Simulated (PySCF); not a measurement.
# Computed beside measured shifts: C12H11BO

System: C12H11BO (measured compound), SMILES OB(c1ccccc1)c1ccccc1.

Atom-mapped SMILES (hydrogens are numbered by the atom that bears them): [OH:1][B:2]([c:3]1[cH:4][cH:5][cH:6][cH:7][cH:8]1)[c:9]1[cH:10][cH:11][cH:12][cH:13][cH:14]1

Computed with GIAO KT3/pcSseg-1, gas phase, PySCF SCF with an in-house response code, fitting set def2-universal-JFIT, grid level 2, non-relativistic, on the GFN2-xTB geometry.

One optimised conformer. Values are averaged over the atoms that symmetry or fast rotation interchanges, on this one geometry and without vibrational averaging. Shifts are the reference shielding less the shielding here, at the same level (11B against isolated BF3·OEt2; 13C, 1H against isolated TMS; 17O against isolated H2O); nuclei without a reference have shieldings only.

Q: What shifts does this level give for B2, and how do they compare with measurement?

A: 
```
atom  nucleus  computed / ppm  measured / ppm  computed less measured  measured against  medium of the measurement
  B2      11B            36.9            45.7                    -8.8          BF3.OEt2                      CDCl3
```

Measured values: H. S. Rzepa et al., J. Org. Chem. 2018, An accessible method for DFT calculation of 11B NMR shifts.
